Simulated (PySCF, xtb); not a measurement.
CI2, SMILES I[C]I (connectivity only; charge and spin as stated), neutral, multiplicity 1.

Harmonic wavenumbers (cm⁻¹) from GFN2-xTB (xtb) at its own minimum, in rising order: 143, 570, 689.

Q: What does PySCF 2.14.0 with B3LYP-D3(BJ)/def2-TZVP give at its own minimum? (An estimate is asked for; the answer gives what the named calculation found.)

A: 132, 496, 579. Paired by order, the mean absolute difference is 65 cm⁻¹ and the zero-point energies are 2.0 and 1.7 kcal/mol.
